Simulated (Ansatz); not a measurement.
`[F][Zn][N]([SiH3])[SiH3]` + H₂ → `[F][ZnH]` + `[SiH3]N[SiH3]` at 298.15 K and 1 bar (hydrogenolysis of a Zn–N bond).

Program: Ansatz. Geometries: PBE0-D4/def2-TZVP. ΔE: electronic, gas phase. CCSD(T)/CBS is the MP2 limit (def2-TZVPP, def2-QZVPP) plus CCSD(T) − MP2 in def2-TZVPP, frozen cores. This one scheme is used for every species. For Zn outer-core shells are correlated without core-valence functions, which leaves a few kJ/mol of doubt a bond. Scalar relativity is left out up to krypton. Each species was taken in one conformer, which may not be the lowest.

| species | CCSD(T)/CBS energy (Eh) | H − E (kJ/mol) | S (J/(mol·K)) |
| --- | --- | --- | --- |
| `[F][Zn][N]([SiH3])[SiH3]` | -2514.72709 | 179.2 | 402.0 |
| H₂ | -1.17544 | 35.1 | 130.4 |
| `[F][ZnH]` | -1878.79355 | 32.0 | 233.4 |
| `[SiH3]N[SiH3]` | -637.10515 | 192.6 | 335.6 |

H − E and S are ideal-gas, rigid-rotor, harmonic terms from PBE0-D4/def2-TZVP, for one conformer and one mirror image of each species. For small species the MP2-based limit differs from directly extrapolated CCSD(T) by up to some mEh (0.8 for H₂); such offsets cancel only in part. 1 Eh = 2625.50 kJ/mol, R = 8.31446 J/(mol·K).

**Question.** By hand: ΔE, ΔH, ΔS and ΔG.

**Answer.** ΔE = (-1878.79355) + (-637.10515) − (-2514.72709) − (-1.17544) = 0.00383 Eh = 10.1 kJ/mol. Δ(H − E) = 32.0 + 192.6 − 179.2 − 35.1 = 10.3, so ΔH = 20.4 kJ/mol. ΔS = 233.4 + 335.6 − 402.0 − 130.4 = 36.6 J/(mol·K). ΔG = 20.4 − 298.15 × (36.6)/1000 = 9.5 kJ/mol.

**Question.** By hand: the equilibrium constant, and the temperature at which ΔG would vanish if ΔH and ΔS stayed fixed.

**Answer.** log₁₀ K = −ΔG/(RT ln 10) = -1.7. ΔG = 0 at ΔH/ΔS = 557 K.

TΔS isn't small against ΔH here. A doubt of 5 kJ/mol in ΔE shifts log₁₀ K by 0.9 here. Other conformers and mirror images would add mixing entropy, several J/(mol·K) or more a flexible species. Modes under 60 cm⁻¹, often nearly free rotors, make the harmonic entropy too high. These are equilibria of isolated gas molecules and say nothing of rates. Largest T1 diagnostic: 0.018 (customary marks: 0.02 for closed shells, 0.045 for open ones).
